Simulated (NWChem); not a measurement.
All runs are NWChem calculations. System: diphosphane (H$_{4}$P$_{2}$), charge 0, spin multiplicity 1, at a geometry optimised with B3LYP/def2-SVP. Level: MP2/def2-TZVP, 10 core orbitals frozen.

Input file:

```
start mol
memory heap 200 mb stack 900 mb global 1100 mb
geometry units angstroms nocenter noautoz
  P      1.008557     0.521693     0.000000
  P     -1.008557    -0.521693     0.000000
  H      1.540850    -0.316327     1.031271
  H      1.540850    -0.316327    -1.031271
  H     -1.540850     0.316327     1.031271
  H     -1.540850     0.316327    -1.031271
  symmetry group C2h
end
basis spherical
  * library def2-tzvp
end
scf
  rhf
  nopen 0
  maxiter 100
  thresh 1e-7
  semidirect memsize 60000000 filesize 0
end
mp2
  freeze core 10
end
task mp2 energy
```

NWChem printed:

```
             Northwest Computational Chemistry Package (NWChem) 7.3.0
             --------------------------------------------------------

                                NWChem Input Module
                                -------------------

 Scaling coordinates for geometry "geometry" by  1.889725989
 (inverse scale =  0.529177249)

 Turning off AUTOSYM since
 SYMMETRY directive was detected!

                             Geometry "geometry" -> ""
                             -------------------------

 Output coordinates in angstroms (scale by  1.889725989 to convert to a.u.)

  No.       Tag          Charge          X              Y              Z
 ---- ---------------- ---------- -------------- -------------- --------------
    1 P                   15.0000     1.00855700     0.52169300     0.00000000
    2 P                   15.0000    -1.00855700    -0.52169300     0.00000000
    3 H                    1.0000     1.54085000    -0.31632700     1.03127100
    4 H                    1.0000     1.54085000    -0.31632700    -1.03127100
    5 H                    1.0000    -1.54085000     0.31632700     1.03127100
    6 H                    1.0000    -1.54085000     0.31632700    -1.03127100

 Effective nuclear repulsion energy (a.u.)      87.2530186939

            Nuclear Dipole moment (a.u.)
            ----------------------------
        X                 Y               Z
 ---------------- ---------------- ----------------
     0.0000000000     0.0000000000     0.0000000000

      Symmetry information
      --------------------

 Group name             C2h
 Group number             21
 Group order               4
 No. of unique centers     2

      Symmetry unique atoms

     1    3


 Summary of "ao basis" -> "" (spherical)
 ------------------------------------------------------------------------------
       Tag                 Description            Shells   Functions and Types
 ---------------- ------------------------------  ------  ---------------------
 *                         def2-tzvp                  on all atoms

 Summary of "ao basis" -> "ao basis" (spherical)
 ------------------------------------------------------------------------------
       Tag                 Description            Shells   Functions and Types
 ---------------- ------------------------------  ------  ---------------------
 P                         def2-tzvp                13       37   5s5p2d1f
 H                         def2-tzvp                 4        6   3s1p

                                 NWChem SCF Module
                                 -----------------

  ao basis        = "ao basis"
  functions       =    98
  atoms           =     6
  closed shells   =    17
  open shells     =     0
  charge          =   0.00
  wavefunction    = RHF
  use symmetry    = T
  symmetry adapt  = T

 Summary of "ao basis" -> "ao basis" (spherical)
 ------------------------------------------------------------------------------
       Tag                 Description            Shells   Functions and Types
 ---------------- ------------------------------  ------  ---------------------
 P                         def2-tzvp                13       37   5s5p2d1f
 H                         def2-tzvp                 4        6   3s1p

      Symmetry analysis of basis
      --------------------------

        ag         31
        au         18
        bg         18
        bu         31

 Forming initial guess at       0.1s

      Superposition of Atomic Density Guess
      -------------------------------------

 Sum of atomic energies:        -683.30146542

      Non-variational initial energy
      ------------------------------

 Total energy =    -683.778779
 1-e energy   =   -1118.293089
 2-e energy   =     347.261292
 HOMO         =      -0.253807
 LUMO         =       0.027066

      Symmetry analysis of molecular orbitals - initial
      -------------------------------------------------

  Numbering of irreducible representations:

     1 ag          2 au          3 bg          4 bu

  Orbital symmetries:

     1 bu          2 ag          3 ag          4 bu          5 au
     6 bg          7 bu          8 ag          9 ag         10 bu
    11 ag         12 bu         13 au         14 bg         15 ag
    16 bu         17 ag         18 bu         19 ag         20 bg
    21 au         22 bu         23 ag         24 au         25 bu
    26 bg         27 au

 Starting SCF solution at       0.7s

 ----------------------------------------------
         Quadratically convergent ROHF

 Convergence threshold     :          1.000E-07
 Maximum no. of iterations :          100
 Final Fock-matrix accuracy:          1.000E-09
 ----------------------------------------------

              iter       energy          gnorm     gmax       time
             ----- ------------------- --------- --------- --------
                 1     -683.7868043373  4.19D-01  1.29D-01      0.8
                 2     -683.8127438531  1.45D-01  3.33D-02      0.9
                 3     -683.8149509698  1.24D-02  4.01D-03      1.0
                 4     -683.8149767880  4.12D-05  1.21D-05      1.2
                 5     -683.8149767883  4.89D-09  1.77D-09      1.6

       Final RHF  results
       ------------------

         Total SCF energy =   -683.814976788308
      One-electron energy =  -1119.761244960351
      Two-electron energy =    348.693249478147
 Nuclear repulsion energy =     87.253018693895

        Time for solution =      0.9s

       Symmetry analysis of molecular orbitals - final
       -----------------------------------------------

  Numbering of irreducible representations:

     1 ag          2 au          3 bg          4 bu

  Orbital symmetries:

     1 ag          2 bu          3 ag          4 bu          5 au
     6 bg          7 ag          8 bu          9 ag         10 bu
    11 ag         12 bu         13 au         14 bg         15 ag
    16 bu         17 ag         18 bu         19 ag         20 bg
    21 au         22 bu         23 ag         24 au         25 bg
    26 bu         27 bu

             Final eigenvalues
             -----------------

              1
    1  -79.9519
    2  -79.9519
    3   -7.4958
    4   -7.4957
    5   -5.3890
    6   -5.3890
    7   -5.3890
    8   -5.3888
    9   -5.3882
   10   -5.3880
   11   -0.8958
   12   -0.7767
   13   -0.5483
   14   -0.4975
   15   -0.4533
   16   -0.4465
   17   -0.3421
   18    0.1065
   19    0.1186
   20    0.1327
   21    0.1562
   22    0.1837
   23    0.2703
   24    0.2777
   25    0.3196
   26    0.3265
   27    0.3588

                       ROHF Final Molecular Orbital Analysis
                       -------------------------------------

 Vector   15  Occ=2.000000D+00  E=-4.533475D-01  Symmetry=ag
              MO Center= -4.8D-14, -2.3D-14, -8.5D-15, r^2= 2.8D+00
   Bfn.  Coefficient  Atom+Function         Bfn.  Coefficient  Atom+Function
  ----- ------------  ---------------      ----- ------------  ---------------
    15      0.304196  1 P  px                52     -0.304196  2 P  px

 Vector   16  Occ=2.000000D+00  E=-4.464564D-01  Symmetry=bu
              MO Center=  4.7D-14,  2.0D-14,  1.6D-15, r^2= 3.2D+00
   Bfn.  Coefficient  Atom+Function         Bfn.  Coefficient  Atom+Function
  ----- ------------  ---------------      ----- ------------  ---------------
    16      0.268178  1 P  py                53      0.268178  2 P  py
     4      0.244592  1 P  s                 41     -0.244592  2 P  s
     5      0.206736  1 P  s                 42     -0.206736  2 P  s
    19      0.167065  1 P  py                56      0.167065  2 P  py

 Vector   17  Occ=2.000000D+00  E=-3.421366D-01  Symmetry=ag
              MO Center= -1.6D-15, -7.1D-15,  1.8D-14, r^2= 3.8D+00
   Bfn.  Coefficient  Atom+Function         Bfn.  Coefficient  Atom+Function
  ----- ------------  ---------------      ----- ------------  ---------------
    16      0.299474  1 P  py                53     -0.299474  2 P  py
    19      0.258529  1 P  py                56     -0.258529  2 P  py
     5      0.225376  1 P  s                 42      0.225376  2 P  s
     4      0.188449  1 P  s                 41      0.188449  2 P  s

 Vector   18  Occ=0.000000D+00  E= 1.065320D-01  Symmetry=bu
              MO Center=  4.3D-15,  2.5D-15, -6.3D-18, r^2= 6.6D+00
   Bfn.  Coefficient  Atom+Function         Bfn.  Coefficient  Atom+Function
  ----- ------------  ---------------      ----- ------------  ---------------
     5      1.093467  1 P  s                 42     -1.093467  2 P  s
    18     -1.056769  1 P  px                55     -1.056769  2 P  px
    19     -0.488017  1 P  py                56     -0.488017  2 P  py
    15     -0.241752  1 P  px                52     -0.241752  2 P  px

 Vector   19  Occ=0.000000D+00  E= 1.186406D-01  Symmetry=ag
              MO Center=  5.6D-16, -5.4D-16, -6.3D-16, r^2= 6.6D+00
   Bfn.  Coefficient  Atom+Function         Bfn.  Coefficient  Atom+Function
  ----- ------------  ---------------      ----- ------------  ---------------
     5      1.149629  1 P  s                 42      1.149629  2 P  s
    77     -0.904406  3 H  s                 83     -0.904406  4 H  s
    89     -0.904406  5 H  s                 95     -0.904406  6 H  s
    19     -0.750095  1 P  py                56      0.750095  2 P  py
    18      0.560239  1 P  px                55     -0.560239  2 P  px

 Vector   20  Occ=0.000000D+00  E= 1.327427D-01  Symmetry=bg
              MO Center=  3.3D-16,  4.9D-16,  2.7D-16, r^2= 5.7D+00
   Bfn.  Coefficient  Atom+Function         Bfn.  Coefficient  Atom+Function
  ----- ------------  ---------------      ----- ------------  ---------------
    20      1.127796  1 P  pz                57     -1.127796  2 P  pz
    77     -0.822291  3 H  s                 83      0.822291  4 H  s
    89      0.822291  5 H  s                 95     -0.822291  6 H  s

 center of mass
 --------------
 x =   0.00000000 y =   0.00000000 z =   0.00000000

 moments of inertia (a.u.)
 ------------------
          76.958614002244        -109.378926250804           0.000000000000
        -109.378926250804         274.510504100439           0.000000000000
           0.000000000000           0.000000000000         320.848186718289

  Mulliken analysis of the total density
  --------------------------------------

    Atom       Charge   Shell Charges
 -----------   ------   -------------------------------------------------------
    1 P   15    15.11   2.01  0.53  1.44  1.01  0.72  4.17  1.70  0.66  1.83  0.83  0.07  0.14  0.01
    2 P   15    15.11   2.01  0.53  1.44  1.01  0.72  4.17  1.70  0.66  1.83  0.83  0.07  0.14  0.01
    3 H    1     0.95   0.24  0.53  0.17  0.02
    4 H    1     0.95   0.24  0.53  0.17  0.02
    5 H    1     0.95   0.24  0.53  0.17  0.02
    6 H    1     0.95   0.24  0.53  0.17  0.02

       Multipole analysis of the density wrt the origin
       ------------------------------------------------

     L   x y z        total         open         nuclear
     -   - - -        -----         ----         -------
     0   0 0 0     -0.000000      0.000000     34.000000

     1   1 0 0      0.000000      0.000000      0.000000
     1   0 1 0     -0.000000      0.000000      0.000000
     1   0 0 1     -0.000000      0.000000      0.000000

     2   2 0 0    -21.485691      0.000000    142.887181
     2   1 1 0     -1.597492      0.000000     49.405903
     2   1 0 1      0.000000      0.000000      0.000000
     2   0 2 0    -24.726403      0.000000     30.586732
     2   0 1 1      0.000000      0.000000      0.000000
     2   0 0 2    -20.605116      0.000000     15.191591

                   NWChem MP2 Semi-direct Energy/Gradient Module
                   ---------------------------------------------

  Basis functions       =     98
  Molecular orbitals    =     98
  Frozen core           =     10
  Frozen virtuals       =      0
  Active alpha occupied =      7
  Active beta occupied  =      7
  Active alpha virtual  =     81
  Active beta virtual   =     81
  Use MO symmetry       = T
  Use skeleton AO sym   = T

  AO/Fock/Back tols     =   1.0D-09  1.0D-09  1.0D-09

 GA uses MA = F    GA memory limited = T

 Available:
  local mem=  1.26D+08
 global mem=  1.44D+08
 local disk=  0.00D+00
  mp2_memr nvloc                    81
  nvloc new                    81
   1 passes of   7:        5242880                      47930                   9192828.
   1 passes of   7: M    126151686           G      144159992           F     120908806.

 Semi-direct pass number   1 of   1  for RHF alpha+beta  at        1.7s
  vrange nnbf                  4760
  mp2_eaftype                    35  avail_ma_in_mb                  1099
 EAF : mp2_eaftype filesize          35    4596414.
  mp2_eaf for mointskh                     35
Node 0 wrote     21.6 Mb in      0.1 s     Agg I/O rate:   228.3 Mb/s
 Done moints_semi at        5.3s
  mp2_eaftype                    35  avail_ma_in_mb                  1064
 EAF : mp2_eaftype filesize          35    4596414.
  mp2_eaf for kh                    35
 Done maket at        5.5s
 Done multipass loop at        5.5s

          -------------------------------------------
          SCF energy                -683.814976788308
          Correlation energy          -0.302881496962
          Singlet pairs               -0.215022979894
          Triplet pairs               -0.087858517067
          Total MP2 energy          -684.117858285270
          -------------------------------------------

          ---------------------------------------------------
                    Spin Component Scaled (SCS) MP2
          Same spin pairs                     -0.058572344712
          Same spin scaling factor             0.333333333333
          Opposite spin pairs                 -0.244309152250
          Opposite spin scaling fact.          1.200000000000
          SCS-MP2 correlation energy          -0.312695097604
          Total SCS-MP2 energy              -684.127671885913
          ---------------------------------------------------

 -----------------------
 Performance information
 -----------------------

 Timer overhead =  1.36D-07 seconds/call

               Nr. of calls         CPU time (s)                 Wall time (s)                GFlops
             ---------------    -------------------     ------------------------------   -------------------
Name         Min   Avg   Max    Min     Avg     Max     Min     Avg     Max   Mx/calls   Min     Max     Sum
mp2: moin     1     1     1    3.6     3.6     3.6      3.6     3.6     3.6     3.6      0.0     0.0     0.0
mp2: make     1     1     1   0.17    0.17    0.17     0.17    0.17    0.17    0.17      0.0     0.0     0.0
mp2: tota     1     1     1    3.8     3.8     3.8      3.8     3.8     3.8     3.8      0.0     0.0     0.0

 The average no. of pstat calls per process was 3.00D+00
 with a timing overhead of 4.09D-07s

 Task  times  cpu:        5.5s     wall:        5.5s

 Total times  cpu:        5.5s     wall:        5.5s
```
